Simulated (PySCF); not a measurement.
Species: C2H4Al2Cl2.
SMILES with atom numbers: `[CH:1]#[C:2][AlH-:3]1[Cl+:4][AlH2-:5][Cl+:6]1` (hydrogens: H7 on C1; H8 on Al3; H9, H10 on Al5)
Bond orders are those of one Lewis drawing.

Method: PBE0-D3(BJ)/def2-SVP geometry optimisation, gas phase in PySCF; density fitting, grid level 1; the optimiser is geomeTRIC in internal coordinates, started from a GFN2-xTB structure with every atom displaced at random (about 0.01 Å).

Step 0: E = -40350.1625 eV
```
atom  x, y, z in Å  |  force x, y, z in eV/Å
C1      3.1389   -0.3520    0.0397   -3.759   1.950  -0.400
C2      2.0340    0.2094   -0.0768    1.452  -0.656   0.167
Al3     0.3071    1.1032   -0.2687    1.904   0.113   0.332
Cl4    -0.8105    0.0434   -1.8034    0.003  -0.326  -1.961
Al5    -2.1724   -0.7663   -0.2689   -0.946  -0.632   0.018
Cl6    -1.0531    0.3223    1.2742   -0.037   0.245   1.804
H7      4.0681   -0.7981    0.1316    1.667  -0.855   0.176
H8      0.0042    2.6012   -0.4176    0.085   0.583  -0.046
H9     -1.9021   -2.2635   -0.0794    0.136  -0.696   0.025
H10    -3.5652   -0.1210   -0.4046   -0.507   0.273  -0.114
```

Step 1: E = -40350.5608 eV
```
atom  x, y, z in Å  |  force x, y, z in eV/Å
C1      3.1743   -0.2818    0.0241   -0.031  -0.046   0.054
C2      2.0570    0.2089   -0.0477   -0.036   0.086  -0.050
Al3     0.3636    1.0869   -0.2435    0.391  -0.009   0.032
Cl4    -0.8180   -0.0121   -1.8652    0.066  -0.026  -0.272
Al5    -2.2585   -0.7986   -0.2691   -0.301  -0.221   0.026
Cl6    -1.0818    0.3174    1.3482    0.013   0.052   0.290
H7      4.1540   -0.7318    0.1026   -0.154   0.083  -0.026
H8      0.1340    2.6262   -0.4088    0.024   0.078  -0.013
H9     -2.0190   -2.3398   -0.0760    0.052  -0.070  -0.010
H10    -3.6563   -0.0966   -0.4383   -0.025   0.074  -0.032
```

Step 2: E = -40350.5731 eV
```
atom  x, y, z in Å  |  force x, y, z in eV/Å
C1      3.1616   -0.2808    0.0239    0.026  -0.059   0.041
C2      2.0502    0.2177   -0.0482    0.000   0.042  -0.022
Al3     0.3724    1.0929   -0.2410    0.076   0.107  -0.007
Cl4    -0.8106   -0.0170   -1.8667    0.035  -0.014  -0.143
Al5    -2.2616   -0.8082   -0.2646   -0.200  -0.159   0.009
Cl6    -1.0783    0.3191    1.3587    0.003   0.028   0.148
H7      4.1354   -0.7339    0.0967   -0.003   0.011  -0.006
H8      0.1514    2.6381   -0.4103    0.012   0.005  -0.002
H9     -2.0143   -2.3541   -0.0777    0.028   0.007  -0.006
H10    -3.6570   -0.0952   -0.4447    0.022   0.033  -0.012
```

**Question.** Estimate the geometry and energy of step 3. (The exact step hangs on the optimiser's Hessian estimate; all steps are aligned on step 2, rigid shifts and turns removed.)

**Answer.** E = -40350.5778 eV, largest force 0.085 eV/Å
```
atom  x, y, z in Å  |  force x, y, z in eV/Å
C1      3.1577   -0.2836    0.0253   -0.043  -0.012   0.017
C2      2.0513    0.2262   -0.0489    0.045   0.007  -0.006
Al3     0.3763    1.1038   -0.2409   -0.034   0.055  -0.011
Cl4    -0.8086   -0.0195   -1.8698    0.014   0.001  -0.016
Al5    -2.2688   -0.8192   -0.2613   -0.062  -0.058  -0.004
Cl6    -1.0790    0.3222    1.3668    0.005   0.009   0.012
H7      4.1280   -0.7421    0.0933    0.041  -0.015   0.007
H8      0.1597    2.6510   -0.4110    0.001  -0.022   0.001
H9     -2.0093   -2.3646   -0.0789    0.010   0.026   0.001
H10    -3.6582   -0.0955   -0.4484    0.024   0.009  -0.001
```

The energy changes by -0.0047 eV. The first-order estimate −F·Δx gives -0.0072 eV and the mean of the old and new forces, exact on a quadratic surface, -0.0043 eV. The step makes an angle of 53° with the force vector and moves no atom by more than 0.015 Å.

What follows is the cost of the whole optimisation. Time: 72 s of wall time; peak memory 0.52 GiB. Hardware: an Arm Neoverse V1 with one thread, on a shared host.
